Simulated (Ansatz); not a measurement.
Born–Oppenheimer molecular dynamics of GaH4N (6 atoms, charge 0, multiplicity 1). It goes on from the last frame of an earlier run, with new velocities.

These are results of RKS revPBE-D4/def2-SVP (Ansatz 0.2.0), not measurements.

```yaml
ensemble: NVE (velocity Verlet)
time_step: 0.5 fs
steps_asked: 250
starting_velocities_drawn_for: 100 K
seed: 747174
```

First frame:

```xyz
6
Properties=species:S:1:pos:R:3
Ga 0.013 0.003 0.000
N -0.039 0.015 1.862
H -0.809 -0.249 2.444
H 0.847 -0.043 2.361
H 1.168 -0.027 -1.004
H -1.527 -0.127 -0.545
```

**Question.** How far do the bonds stretch over the last three quarters of this one trajectory? (Pairs bonded in most of those frames.)

**Answer.** 
```tsv
bond	mean (Å)	spread (Å)	shortest	longest
Ga1–N2	1.839	0.037	1.79	1.90
Ga1–H5	1.578	0.027	1.53	1.63
Ga1–H6	1.581	0.034	1.52	1.63
N2–H3	1.025	0.017	0.99	1.06
N2–H4	1.025	0.015	1.00	1.05
```

Mean temperature of the second half: 232 K. The conserved energy stayed within 0.093 meV per atom of its start (net change -0.041 meV per atom), so the integration is sound. The kinetic energy rose, since the run started high on the potential surface and went downhill. A run of 0.12 ps of so small a system gives no equilibrium averages.

Time of the run: 6.4 min on 1 thread of AMD EPYC 7R43 64-Core Processor (Zen 3) (shared host), peak memory 0.13 GiB.
